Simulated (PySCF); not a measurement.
Gas-phase reaction: 3 InF + 2 Cl ⇌ InF3 + 2 InCl

Method: PySCF energies plus ideal-gas RRHO corrections (1 bar). † marks an energy on the PBE0/def2-TZVP geometry and frequencies. MP2 freezes the core. Open shells (unrestricted): Cl (multiplicity 2, electronic degeneracy 6); the rest are closed-shell singlets. Spin-orbit splitting is ignored; it lowers the true energy and changes the entropy of Cl. In: scalar-relativistic def2 core potential, no spin-orbit coupling. MP2 isn't extrapolated to the basis-set limit; its ΔH°(298 K) is -496.8 kJ in def2-SVP and -502.3 kJ in def2-TZVPP. The harmonic model lacks anharmonicity and excited electronic states, which grow with temperature; levels with a mode under 35 cm⁻¹ are left out.

```csv
level,"ΔE electronic, kJ","ΔH°(298 K), kJ","ΔS°(298 K), J/K","ΔG°(1000 K), kJ"
HF/def2-TZVP†,-372,-368,-239,-130
M06-2X/def2-TZVP†,-512,-509,-239,-270
MP2/def2-SVP†,-500,-497,-239,-258
PBE/def2-TZVP†,-488,-484,-239,-245
LDA/def2-TZVP†,-577,-573,-239,-335
```
ΔH° is lowest at LDA/def2-TZVP† and highest at HF/def2-TZVP†. No reference value is set beside these.
